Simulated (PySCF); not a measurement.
Identify the unknown among the candidates.

* UV, strongest line: among the 8 lowest singlet transitions: S8 at 6.81 eV (182 nm, f = 0.037) [TDDFT PBE0/def2-SVPD]
* Triplet: lowest triplet excitation (Tamm–Dancoff): 5.34 eV [TDA PBE0/def2-SVPD]
* UV, first state: lowest singlet excitation: 5.88 eV (211 nm, f = 0.004) [TDDFT PBE0/def2-SVPD]
* Rotational structure: rotational constants A, B, C: 3.081, 1.144, 0.895 GHz [GFN2-xTB]
* Dipole: 0.55 D [PBE0/def2-SVPD]
* Polarisability: 105.6 au [PBE0/def2-SVPD]

The electronic properties come from PySCF, for the isolated species, density fitting. Levels stand in brackets. One conformer (not necessarily the lowest) at the GFN2-xTB geometry, without solvent, vibrations or thermal averaging.

**Question.** Which candidate is it?
A. `CC#CC[SiH2][SiH3]`
B. `C=C[C@H](C)[SiH3]`
C. `C=C[SiH](C)C`
D. `[SiH3]CC#CC[SiH3]`

**Answer.** A. It is `CC#CC[SiH2][SiH3]`. Numbering: `[CH3:1][C:2]#[C:3][CH2:4][SiH2:5][SiH3:6]`. Its formula, C4H10Si2, gives 2 degrees of unsaturation: 0 rings and 2 π bonds in the structure found. The optimised geometry has point group C1 and is an asymmetric top.

The others, at the same levels:
- `[SiH3]CC#CC[SiH3]` fails: its computed strongest line among the 8 lowest singlet transitions is S3 at 6.42 eV (193 nm, f = 0.143) (against S8 at 6.81 eV), rotational constant A is 4.524 GHz (against 3.081 GHz) and smallest rotational constant is 0.718 GHz (against 0.895 GHz).
- `C=C[C@H](C)[SiH3]` fails: its computed lowest singlet excitation is 6.54 eV (190 nm, f = 0.173) (against 5.88 eV), lowest triplet excitation (Tamm–Dancoff) is 4.26 eV (against 5.34 eV) and static isotropic polarisability is 78.3 au (against 105.6 au).
- `C=C[SiH](C)C` fails: its computed lowest singlet excitation is 6.49 eV (191 nm, f = 0.005) (against 5.88 eV), lowest triplet excitation (Tamm–Dancoff) is 4.25 eV (against 5.34 eV) and static isotropic polarisability is 76.6 au (against 105.6 au).

Each candidate is one conformer, not necessarily the lowest. The conformers computed, where there is a choice (atom-mapped SMILES and torsion angles):
- `[CH3:1][C:2]#[C:3][CH2:4][SiH2:5][SiH3:6]`: C3–C4–Si5–Si6 -54°
- `[CH2:1]=[CH:2][C@H:3]([CH3:4])[SiH3:5]`: C1–C2–C3–C4 -135°
- `[CH2:1]=[CH:2][SiH:3]([CH3:4])[CH3:5]`: C1–C2–Si3–C4 87°
